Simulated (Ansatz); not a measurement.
CH2AlNO (SMILES O=C=[N][AlH2]), singlet, geometry from GFN2-xTB (such geometries of metal compounds can be far from the true shape), atoms displaced at random by about 0.03 Å a coordinate; B3LYP/STO-3G, gradient in Ansatz (an electronic-structure program).

The Ansatz input:
Ansatz 0.2 input:
```yaml
crystal:
  periodic: [false, false, false]
  atoms:
    - {symbol: Al, position_ang: [-0.76652277, -1.45460656, 0.49893111]}
    - {symbol: H, position_ang: [-0.05495951, -2.37833048, 1.48489700]}
    - {symbol: H, position_ang: [-2.06555370, -1.87011475, -0.16397827]}
    - {symbol: N, position_ang: [0.04908887, 0.00055607, -0.01650534]}
    - {symbol: C, position_ang: [0.59040096, 1.12148867, -0.34502655]}
    - {symbol: O, position_ang: [1.06572677, 2.05852468, -0.68044909]}
basis:
  gaussian:
    orbitals: STO-3G
hamiltonian:
  xc: b3lyp
output: {forces: true}
```

What the program printed (banner, timings and long lists left out):

```
Functional definition: B3LYP
330 factors; integrals over basis functions are off by at most 2.7e-5 eV
mean field evaluation 1: about -11058.5895 eV, gradient 3.6e1 eV
mean field evaluation 2: about -11049.2348 eV, gradient 7.5e1 eV
mean field evaluation 4: about -11062.2103 eV, gradient 5.0e0 eV
mean field evaluation 8: about -11062.2195 eV, gradient 1.5e-1 eV
mean field -11062.21956673 eV, -406.5290708354 hartree, gradient 4.3e-5 eV, S^2 0.000000; 0 other end points of the search recorded, 0 dependent functions left out
the calculation of the forces begins
reference -11062.21970971 eV, -406.5290760901 hartree; 18, 18 occupied and 8, 8 virtual orbitals, 330 factors
Total energy: -11062.21970971 eV, -406.5290760901 hartree
Atom 0 at    -0.766523    -1.454607     0.498931 Å, force     0.225023    -0.535133    -0.009945 eV/Å
Atom 1 at    -0.054960    -2.378330     1.484897 Å, force    -0.238552     0.562384    -0.320029 eV/Å
Atom 2 at    -2.065554    -1.870115    -0.163978 Å, force     0.318703     0.360757     0.164118 eV/Å
Atom 3 at     0.049089     0.000556    -0.016505 Å, force     1.742931     3.836176    -0.978654 eV/Å
Atom 4 at     0.590401     1.121489    -0.345027 Å, force    -9.812344   -19.571491     6.476696 eV/Å
Atom 5 at     1.065727     2.058525    -0.680449 Å, force     7.764239    15.347307    -5.332187 eV/Å
Dipole moment:    -0.178261    -0.209715     0.136896 e Å
```
